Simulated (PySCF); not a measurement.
Al(F)(SiH3)2 (AlFH₆Si₂), SMILES [Al]([F])([SiH3])[SiH3].

Geometry optimised at B3LYP-D3(BJ)/def2-SVP. The structure was generated by enumeration; whether it is a known compound was not checked.

Two levels are set side by side: PBE/def2-TZVP (PySCF) and ωB97X/def2-TZVP (PySCF). Same geometry, gas phase. Differences are taken from unrounded values.

```tsv
quantity	ωB97X
orbital gap (eV)	9.32
highest occupied level (eV)	-9.52
lowest empty level (eV)	-0.20
dipole moment (D)	1.20
mean polarisability (bohr³)	88.8
```

Task: What does PBE give, and how far is it from ωB97X? (An estimate is asked for; the answer gives what the named calculation found.)

Result: 
```
quantity                       PBE  PBE minus ωB97X
---------------------------  -----  ---------------
orbital gap (eV)              3.46            -5.86
highest occupied level (eV)  -6.33             3.20
lowest empty level (eV)      -2.86            -2.66
dipole moment (D)             1.16            -0.03
mean polarisability (bohr³)   95.0              6.2
```

Without exact exchange PBE keeps part of each electron's self-repulsion, which lifts occupied levels and narrows the gap. Loosely held outer electrons make PBE densities more polarisable. Differences between two approximate levels are no errors against the true value.

Rough cost on one machine, each run with all the roots and properties that it gave: ωB97X against PBE within a factor of 2.
